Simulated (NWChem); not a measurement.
All runs are NWChem calculations. System: C$_{3}$H$_{7}$O$_{2}$, charge 0, spin multiplicity 2, displaced from the optimised geometry. The structure started from a generated list of species. Its SCF solution wasn't tested for a lower state. Level: UPBE0/def2-SVP.

Job file:

```
start mol
memory heap 200 mb stack 900 mb global 1100 mb
geometry units angstroms nocenter noautoz noautosym
  C      1.577730     0.168642     0.065003
  C      0.084953     0.541652    -0.155778
  O     -0.402576     1.500862     0.810664
  C     -0.857070    -0.698483    -0.006533
  O     -0.605518    -1.760020    -0.848326
  H      2.249004     1.055522    -0.103455
  H      1.738208    -0.199568     1.115426
  H      1.884102    -0.640182    -0.651138
  H     -0.043493     0.933769    -1.210656
  H      0.153985     2.311332     0.757077
  H     -0.804329    -1.082562     1.068930
  H     -1.946406    -0.375915    -0.091039
end
basis spherical
  * library def2-svp
end
dft
  xc pbe0
  odft
  mult 2
  semidirect memsize 60000000 filesize 0
  iterations 100
  tolerances tight
end
task dft gradient
```

Part of the output:

```
             Northwest Computational Chemistry Package (NWChem) 7.3.0
             --------------------------------------------------------

                                NWChem Input Module
                                -------------------

 Scaling coordinates for geometry "geometry" by  1.889725989
 (inverse scale =  0.529177249)

                             Geometry "geometry" -> ""
                             -------------------------

 Output coordinates in angstroms (scale by  1.889725989 to convert to a.u.)

  No.       Tag          Charge          X              Y              Z
 ---- ---------------- ---------- -------------- -------------- --------------
    1 C                    6.0000     1.57773000     0.16864200     0.06500300
    2 C                    6.0000     0.08495300     0.54165200    -0.15577800
    3 O                    8.0000    -0.40257600     1.50086200     0.81066400
    4 C                    6.0000    -0.85707000    -0.69848300    -0.00653300
    5 O                    8.0000    -0.60551800    -1.76002000    -0.84832600
    6 H                    1.0000     2.24900400     1.05552200    -0.10345500
    7 H                    1.0000     1.73820800    -0.19956800     1.11542600
    8 H                    1.0000     1.88410200    -0.64018200    -0.65113800
    9 H                    1.0000    -0.04349300     0.93376900    -1.21065600
   10 H                    1.0000     0.15398500     2.31133200     0.75707700
   11 H                    1.0000    -0.80432900    -1.08256200     1.06893000
   12 H                    1.0000    -1.94640600    -0.37591500    -0.09103900

 Effective nuclear repulsion energy (a.u.)     180.3263926496

            Nuclear Dipole moment (a.u.)
            ----------------------------
        X                 Y               Z
 ---------------- ---------------- ----------------
    -0.0000056692    -0.0000037795     0.0000018897


 Summary of "ao basis" -> "" (spherical)
 ------------------------------------------------------------------------------
       Tag                 Description            Shells   Functions and Types
 ---------------- ------------------------------  ------  ---------------------
 *                          def2-svp                  on all atoms

                                 NWChem DFT Module
                                 -----------------

 Summary of "ao basis" -> "ao basis" (spherical)
 ------------------------------------------------------------------------------
       Tag                 Description            Shells   Functions and Types
 ---------------- ------------------------------  ------  ---------------------
 C                          def2-svp                 6       14   3s2p1d
 O                          def2-svp                 6       14   3s2p1d
 H                          def2-svp                 3        5   2s1p

 Summary of "ao basis" -> "ao basis" (spherical)
 ------------------------------------------------------------------------------
       Tag                 Description            Shells   Functions and Types
 ---------------- ------------------------------  ------  ---------------------
 C                          def2-svp                 6       14   3s2p1d
 O                          def2-svp                 6       14   3s2p1d
 H                          def2-svp                 3        5   2s1p

            General Information
            -------------------
          SCF calculation type: DFT
          Wavefunction type:  spin polarized.
          No. of atoms     :    12
          No. of electrons :    41
           Alpha electrons :    21
            Beta electrons :    20
          Charge           :     0
          Spin multiplicity:     2
          Use of symmetry is: off; symmetry adaption is: off
          Maximum number of iterations: 100
          AO basis - number of functions:   105
                     number of shells:    51
          Convergence on energy requested:  1.00D-06
          Convergence on density requested:  1.00D-05
          Convergence on gradient requested:  5.00D-04

              XC Information
              --------------
                         PBE0 Method XC Functional
                     Hartree-Fock (Exact) Exchange  0.250
          PerdewBurkeErnzerhof Exchange Functional  0.750
            Perdew 1991 LDA Correlation Functional  1.000 local
           PerdewBurkeErnz. Correlation Functional  1.000 non-local

             Grid Information
             ----------------
          Grid used for XC integration:  medium
          Radial quadrature: Mura-Knowles
          Angular quadrature: Lebedev.
          Tag              B.-S. Rad. Rad. Pts. Rad. Cut. Ang. Pts.
          ---              ---------- --------- --------- ---------
          C                   0.70       49          10.0       434
          O                   0.60       49          11.0       434
          H                   0.35       45          11.0       434
          Grid pruning is: on
          Number of quadrature shells:   560
          Spatial weights used:  Erf1

          Convergence Information
          -----------------------
          Convergence aids based upon iterative change in
          total energy or number of iterations.
          Levelshifting, if invoked, occurs when the
          HOMO/LUMO gap drops below (HL_TOL):  1.00D-02
          DIIS, if invoked, will attempt to extrapolate
          using up to (NFOCK): 10 stored Fock matrices.

                    Damping( 0%)  Levelshifting(0.5)       DIIS
                  --------------- ------------------- ---------------
[...]
              MO Center= -7.1D-01, -1.5D+00, -6.0D-01, r^2= 1.4D+00
   Bfn.  Coefficient  Atom+Function         Bfn.  Coefficient  Atom+Function
  ----- ------------  ---------------      ----- ------------  ---------------
    62      0.406678   5 O  pz               65      0.351477   5 O  pz
    60      0.312172   5 O  px               63      0.268549   5 O  px
    61     -0.240737   5 O  py               97     -0.239053  11 H  s
    96     -0.219047  11 H  s                64     -0.208075   5 O  py
   102      0.208144  12 H  s                 3      0.206322   1 C  s

 Vector   22  Occ=0.000000D+00  E= 5.430856D-02
              MO Center=  6.5D-01,  1.8D+00,  2.2D-01, r^2= 4.7D+00
   Bfn.  Coefficient  Atom+Function         Bfn.  Coefficient  Atom+Function
  ----- ------------  ---------------      ----- ------------  ---------------
    92     -0.966738  10 H  s                 3      0.912941   1 C  s
    17      0.753097   2 C  s                72     -0.750100   6 H  s
    87     -0.657487   9 H  s                31      0.581150   3 O  s
    82     -0.402810   8 H  s                 7      0.371667   1 C  px
    23     -0.327713   2 C  pz               77     -0.310484   7 H  s

 Vector   23  Occ=0.000000D+00  E= 8.542779D-02
              MO Center= -1.5D-01, -7.0D-02,  5.3D-01, r^2= 6.5D+00
   Bfn.  Coefficient  Atom+Function         Bfn.  Coefficient  Atom+Function
  ----- ------------  ---------------      ----- ------------  ---------------
    45      1.238477   4 C  s                 3      1.210557   1 C  s
    97     -0.988511  11 H  s               102     -0.893820  12 H  s
    77     -0.755984   7 H  s                72     -0.634450   6 H  s
    51      0.594171   4 C  pz               92      0.486522  10 H  s
    31     -0.353070   3 O  s                49     -0.324409   4 C  px

   alpha - beta orbital overlaps
   -----------------------------

   alpha      1      2      3      4      5      6      7      8      9     10
    beta      1      2      3      4      5      7      6      8      9     10
 overlap   1.000  1.000  0.998  0.998  1.000  0.826  0.830  0.996  0.992  0.993

   alpha     11     12     13     14     15     16     17     18     19     20
    beta     11     12     13     14     15     17     16     18     21     20
 overlap   0.977  0.839  0.849  0.868  0.790  0.804  0.904  0.981  0.869  0.965

   alpha     21     22     23     24     25     26     27     28     29     30
    beta     19     22     23     24     25     26     28     27     29     30
 overlap   0.970  1.000  0.997  0.991  0.993  0.984  0.748  0.764  0.994  0.991

   alpha     31     32     33     34     35     36     37     38     39     40
    beta     31     32     33     34     35     36     37     38     39     40
 overlap   0.992  0.998  0.994  0.992  0.998  0.995  0.998  0.996  0.998  0.994

   alpha     41     42     43     44     45     46     47     48     49     50
    beta     41     42     43     44     45     46     48     47     49     50
 overlap   0.981  0.978  0.989  0.999  0.997  0.940  0.904  0.986  0.952  0.997

   alpha     51     52     53     54     55     56     57     58     59     60
    beta     51     52     53     54     55     56     57     58     59     60
 overlap   0.993  0.989  0.922  0.776  0.850  0.888  0.978  0.974  0.994  0.999

   alpha     61     62     63     64     65     66     67     68     69     70
    beta     61     62     63     64     65     66     67     68     70     69
 overlap   0.995  0.967  0.967  1.000  0.997  0.964  0.964  0.999  0.786  0.788

   alpha     71     72     73     74     75     76     77     78     79     80
    beta     71     72     73     74     75     76     77     78     79     80
 overlap   0.998  0.999  0.999  0.996  0.998  0.996  0.996  0.996  0.998  0.999

   alpha     81     82     83     84     85     86     87     88     89     90
    beta     81     82     83     84     85     86     87     88     89     91
 overlap   0.999  0.999  0.998  0.996  0.998  0.998  0.999  0.989  0.990  0.934

   alpha     91     92     93     94     95     96     97     98     99    100
    beta     90     92     93     94     95     96     97     98     99    100
 overlap   0.850  0.874  0.961  0.995  0.945  0.931  0.977  0.973  0.816  0.896

   alpha    101    102    103    104    105
    beta    101    102    103    104    105
 overlap   0.930  0.992  0.996  0.995  1.000

     --------------------------
     Expectation value of S2:
     --------------------------
      <S2> =      0.7538 (Exact =     0.7500)

 center of mass
 --------------
 x =  -0.08059708 y =  -0.04999540 z =  -0.02210988

 moments of inertia (a.u.)
 ------------------
         470.181880086798         -74.942218732469         -14.511345135651
         -74.942218732469         323.430867505216        -150.238940654123
         -14.511345135651        -150.238940654123         598.909923000632

     Multipole analysis of the density
     ---------------------------------

     L   x y z        total         alpha         beta         nuclear
     -   - - -        -----         -----         ----         -------
     0   0 0 0     -0.000000    -21.000000    -20.000000     41.000000

     1   1 0 0      0.370519      0.849788     -0.479264     -0.000006
     1   0 1 0      0.701216      1.877831     -1.176610     -0.000004
     1   0 0 1      0.135141      0.674425     -0.539286      0.000002

     2   2 0 0    -22.392394    -83.448943    -80.736610    141.793160
     2   1 1 0      1.297839    -22.313016    -18.867118     42.477973
     2   1 0 1      0.406036     -4.231406     -2.626604      7.264046
     2   0 2 0    -23.129761   -118.091975   -107.701078    202.663292
     2   0 1 1     -2.340407    -40.445400    -36.339126     74.444119
     2   0 0 2    -24.022765    -42.376351    -38.978016     57.331602

            General Information
            -------------------
          SCF calculation type: DFT
          Wavefunction type:  spin polarized.
          No. of atoms     :    12
          No. of electrons :    41
           Alpha electrons :    21
            Beta electrons :    20
          Charge           :     0
          Spin multiplicity:     2
          Use of symmetry is: off; symmetry adaption is: off
          Maximum number of iterations: 100
          AO basis - number of functions:   105
                     number of shells:    51
          Convergence on energy requested:  1.00D-06
          Convergence on density requested:  1.00D-05
          Convergence on gradient requested:  5.00D-04

              XC Information
              --------------
                         PBE0 Method XC Functional
                     Hartree-Fock (Exact) Exchange  0.250
          PerdewBurkeErnzerhof Exchange Functional  0.750
            Perdew 1991 LDA Correlation Functional  1.000 local
           PerdewBurkeErnz. Correlation Functional  1.000 non-local

             Grid Information
             ----------------
          Grid used for XC integration:  medium
          Radial quadrature: Mura-Knowles
          Angular quadrature: Lebedev.
          Tag              B.-S. Rad. Rad. Pts. Rad. Cut. Ang. Pts.
          ---              ---------- --------- --------- ---------
          C                   0.70       49          10.0       434
          O                   0.60       49          11.0       434
          H                   0.35       45          11.0       434
          Grid pruning is: on
          Number of quadrature shells:   560
          Spatial weights used:  Erf1

          Convergence Information
          -----------------------
          Convergence aids based upon iterative change in
          total energy or number of iterations.
          Levelshifting, if invoked, occurs when the
          HOMO/LUMO gap drops below (HL_TOL):  1.00D-02
          DIIS, if invoked, will attempt to extrapolate
          using up to (NFOCK): 10 stored Fock matrices.

                    Damping( 0%)  Levelshifting(0.5)       DIIS
                  --------------- ------------------- ---------------
          dE  on:    start            ASAP                start
          dE off:    2 iters        100 iters           100 iters

      Screening Tolerance Information
      -------------------------------
          Density screening/tol_rho:  1.00D-10
          AO Gaussian exp screening on grid/accAOfunc:  14
          CD Gaussian exp screening on grid/accCDfunc:  20
          XC Gaussian exp screening on grid/accXCfunc:  20
          Schwarz screening/accCoul:  1.00D-08

                            NWChem DFT Gradient Module
                            --------------------------

  charge          =   0.00
  wavefunction    = open shell

                         DFT ENERGY GRADIENTS

    atom               coordinates                        gradient
                 x          y          z           x          y          z
   1 C       2.981477   0.318687   0.122838    0.005341  -0.001157  -0.000285
   2 C       0.160538   1.023574  -0.294378    0.000784  -0.001121  -0.005315
   3 O      -0.760758   2.836218   1.531933   -0.018434   0.002064   0.016613
   4 C      -1.619627  -1.319941  -0.012346   -0.001630   0.003019   0.000933
   5 O      -1.144263  -3.325956  -1.603104    0.003789  -0.021755  -0.016265
   6 H       4.250001   1.994647  -0.195502    0.009058   0.011067  -0.001977
   7 H       3.284737  -0.377129   2.107850    0.002551  -0.004834   0.013318
   8 H       3.560437  -1.209769  -1.230472    0.004649  -0.010142  -0.008844
   9 H      -0.082190   1.764568  -2.287808   -0.001651   0.004482  -0.013752
  10 H       0.290989   4.367784   1.430668    0.010662   0.018585   0.000717
  11 H      -1.519961  -2.045746   2.019985   -0.000423  -0.004397   0.014567
  12 H      -3.678174  -0.710376  -0.172039   -0.014698   0.004189   0.000289

                 ----------------------------------------
                 |  Time  |  1-e(secs)   |  2-e(secs)   |
                 ----------------------------------------
                 |  CPU   |       0.01   |       1.86   |
                 ----------------------------------------
                 |  WALL  |       0.01   |       1.86   |
                 ----------------------------------------

 Task  times  cpu:       20.5s     wall:       20.5s

 Total times  cpu:       20.5s     wall:       20.5s
```
